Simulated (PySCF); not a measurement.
These are PySCF with TPSSh-D3(BJ)/def2-TZVP // BP86-D3(BJ)/def2-SVP values and carry that method's errors. All species are isolated molecules in the gas phase. One relaxed conformer stands for a flexible species; it need not be the lowest. 

Reference species: [Zr(NH2)3(H)] (neutral, multiplicity 1).

| Item | Value |
|---|---|
| charge on the central atom (Mulliken) | 1.40 e |
| coordination number | 4 |
| HOMO | -6.39 eV |
| mean distance from the central atom to its bonded neighbours | 2.002 Å |

After one change: the charge on the central atom (Mulliken) falls by 0.23 e; the coordination number stays essentially unchanged; the HOMO falls by 0.39 eV; the mean distance from the central atom to its bonded neighbours drops by 0.049 Å.

Q: Which change was made? The new species is one of these.
A. [Zr(NH2)4]
B. [Zr(H)4]
C. [Zr(NH2)(H)3]
D. [Zr(NH2)2(H)2]

A: D, [Zr(NH2)2(H)2]
